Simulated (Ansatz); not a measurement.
Correlation energies of F2H5NSi2, SMILES `N[SiH](F)[SiH2]F` by basis set

Cartesian coordinates in Å:
```
N -0.3685 -1.5932 -0.5548
Si 0.7694 -0.5161 0.0963
F 2.0394 -0.2273 -0.8489
Si -0.3791 1.5071 0.4290
F -1.5406 1.5750 -0.6874
H -0.2307 -2.5902 -0.5722
H -1.0582 -1.2924 -1.2236
H 1.3335 -1.1250 1.3259
H 0.4700 2.7160 0.2729
H -1.0351 1.5461 1.7628
```

The species carries charge 0 and has multiplicity 1. All single points use the PBE0-D4/def2-TZVP geometry. It is one conformer, not always the lowest. Frozen core, restricted reference, Ansatz. CBS rows extrapolate triple and quadruple zeta; past MP2 they add the triple-zeta difference.

| basis | HF (Eh) | MP2 corr. | CCSD corr. | (T) | CCSD(T) total |
| --- | --- | --- | --- | --- | --- |
| def2-TZVPP | -834.40784 | -0.95276 | -0.98902 | ? | ? |
| def2-QZVPP | ? | -1.03704 | – | – | – |
| CBS(def2) | ? | -1.09947 | ? | as TZ | ? |

(1) Fill in the withheld values. (An estimate is asked.)

## Answers

(1) Computed: def2-TZVPP (T): -0.03119; def2-TZVPP CCSD(T) total: -835.42805; def2-QZVPP HF (Eh): -834.43905; CBS(def2) HF (Eh): -834.44334; CBS(def2) CCSD corr.: -1.13573; CBS(def2) CCSD(T) total: -835.61026.
